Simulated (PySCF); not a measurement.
Molecule: `P[SiH]1SCCS1`, C₂H₇PS₂Si.

Bonds (- single, = double, # triple, : aromatic): P1-Si2, Si2-S3, S3-C4, C4-C5, C5-S6, S6-Si2. P1 carries H7, H8; Si2 carries H9; C4 carries H10, H11; C5 carries H12, H13. H10, H13 are cis to P1 on the ring; H11, H12 are trans to P1 on the ring.

Frames of a GFN2-xTB Langevin trajectory at 300 K; GIAO PBE0/pcSseg-1 shieldings in PySCF, gas phase, non-relativistic; equivalent atoms averaged within each frame.

δ = σ(ref) − σ, references computed at the same level: H3PO4 for ³¹P (318.38 ppm); TMS for ²⁹Si (349.16 ppm), ¹³C (186.93 ppm), ¹H (31.72 ppm); ³³S (503.73 ppm) vs CS2. The references are static minima.

How do the shifts (ppm) fluctuate along the trajectory?

## Answers


```
         time (fs)      P1   Si2  S3/S6  C4/C5    H9  H11/H12  H10/H13  H7/H8
               250  -253.1  27.5   -118   43.3  6.16     3.16     3.04   2.41
               425  -272.6  29.6    -76   46.6  6.10     2.46     2.94   1.88
               625  -244.8  38.3    -38   43.6  6.91     2.63     2.01   3.54
               800  -246.6  42.0    -89   45.1  6.59     3.94     3.32   1.98
              1000  -255.6  35.8    -76   49.0  5.96     3.16     3.63   2.49
    mean of frames  -254.5  34.6    -80   45.5  6.35     3.07     2.99   2.46
standard deviation    11.0   6.0     29    2.4  0.40     0.58     0.61   0.66
```

5 frames give an uncertainty of the mean of about the standard deviation over 2.2 at best, since frames this close in time may not be independent; classical motion lacks zero-point vibration, and the reference would need the same averaging.
